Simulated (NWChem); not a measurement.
# CdHSCl; SMILES [SH][Cd][Cl]

```xyz
4

Cd     0.0121    -0.0112     0.0000
Cl     0.0013    -2.2987     0.0000
S      0.0438     2.3248     0.0000
H     -1.3055     2.4194     0.0000
```
Atoms are numbered in this order, from 1.

Program: NWChem. Coordinates come from a PBE0/def2-SVP optimisation. Not confirmed as a minimum by frequencies. def2 effective core potentials on Cd; no spin-orbit coupling. Ions are spin-unrestricted doublets at the neutral geometry; other ion states weren't tried.

Problem. What does the run give for B3LYP/def2-SVP? Quantities: −ε(HOMO) (eV).

Solution. −ε(HOMO) (eV): 7.12
